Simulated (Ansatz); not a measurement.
Molecule: 3-iodoselenophene, C4H3ISe, net charge 0, singlet state. SMILES: Ic1cc[se]c1
Coordinates optimised at B3LYP-D3(BJ)/def2-TZVP (Ansatz, a program for electronic structure):
```xyz
9

I     -1.3587    -1.5391    -0.4936
C      0.1069    -0.1024    -0.0406
C      1.5007    -0.3837    -0.1950
C      2.3126     0.6498     0.1404
Se     1.3427     2.1439     0.7091
C     -0.2063     1.1358     0.4116
H      1.8669    -1.3367    -0.5479
H      3.3894     0.6726     0.1063
H     -1.1836     1.5473     0.5960
```
Charge 0, spin multiplicity 1.

Parts of the frozen-core correlation energy in def2-QZVPP (Ansatz, hartree). Frozen orbitals: 27; correlated occupied orbitals by spin: 16 and 16; virtual: 446 and 446. Spin-orbit coupling is left out. Past Kr the def2 sets carry scalar-relativistic core potentials. The restricted reference is unstable.

| term | value |
|---|---|
| reference (HF) | -2849.79714 |
| MP2 opposite-spin | -0.75229 |
| MP2 same-spin | … |
| CCSD correlation | … |
| (T) | … |
| T1 diagnostic | 0.014 |
| largest doubles amplitude | 0.059 |

Question: Complete the blanks.

Answer: 
- MP2 same-spin, value: -0.24808
- CCSD correlation, value: -1.01601
- (T), value: -0.06008
